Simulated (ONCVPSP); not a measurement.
**As: one change to an ONCV potential, before and after**

| Property | Result |
| --- | --- |
| Element | arsenic |
| Generator | ONCVPSP 4.0.1 |
| Type | optimised norm-conserving Vanderbilt (ONCV) |
| Functional | PW91 |
| Relativity | fully relativistic |
| Frozen core | [Ne] |
| Valence charge | 23 |
| Reference configuration | 3s2 3p6 3d10 4s2 4p2 (charge +1) |
| Partial waves | 3s+4s: rc 0.85 bohr, ncon 5, nbas 9, qcut 13.7 1/bohr, 2 projectors; 3p+4p: rc 1.15 bohr, ncon 4, nbas 7, qcut 11.7 1/bohr, 2 projectors; 3d: rc 1.05 bohr, ncon 4, nbas 8, qcut 13.6 1/bohr, 1 projector |
| Local potential | polynomial inside 0.80 bohr (lpopt 5, dvloc0 0 Ha) |
| Core correction | Teter function, fcfact 2.75, rcfact 1.6 |

Open shells are filled in proportion to 2j + 1.

Change: core [Ar], valence charge 15; reference 3d10 4s2 4p3; waves now 4s: rc 1.75 bohr, ncon 4, nbas 8, qcut 4 1/bohr, 2 projectors, debl 3.5 Ha; 4p: rc 1.45 bohr, ncon 3, nbas 6, qcut 6.5 1/bohr, 2 projectors, debl 2 Ha; 3d: rc 1.10 bohr, ncon 4, nbas 9, qcut 16.8 1/bohr, 2 projectors, debl 2.4 Ha; local potential polynomial inside 1.00 bohr (lpopt 5, dvloc0 3 Ha).

Cutoffs: the cutoffs (Ha) at which the residual kinetic energy of the hardest occupied pseudo-wave falls to 1 and 0.1 mHa per electron; they do not see the model core or the augmentation charge, which bear on the density cutoff. Errors are all-electron minus pseudo energies relative to the spin-unpolarised reference configuration.

**Question.** What does the change do?

**Answer.** The potential gets neither clearly harder nor softer (84 Ha and 135 Ha → 101 Ha and 114 Ha); a bound ghost appears in p, which as a rule spoils a file. Several settings change at once here, so the effects cannot be laid on one of them.

```csv
quantity,base,changed
"cutoff, loose",84 Ha,101 Ha
"cutoff, tight",135 Ha,114 Ha
loose cutoff by channel,"s 83 Ha, p 55 Ha, d 84 Ha","s 13 Ha, p 8.5 Ha, d 101 Ha"
bound ghosts,none,p3/2
GHOST(+) flags under 300 eV,p1/2 at 187.6 eV,s at 80.1 eV
"largest error over its own tests, meV",+137,+5.8
"rms error of d²Exc/dni dnj with the model core, mHa",6.24,6.32
```

 A true bound ghost makes a file unfit for plane-wave use even where its test errors are small: the radial tests pick states by their node count and pass the ghost by.
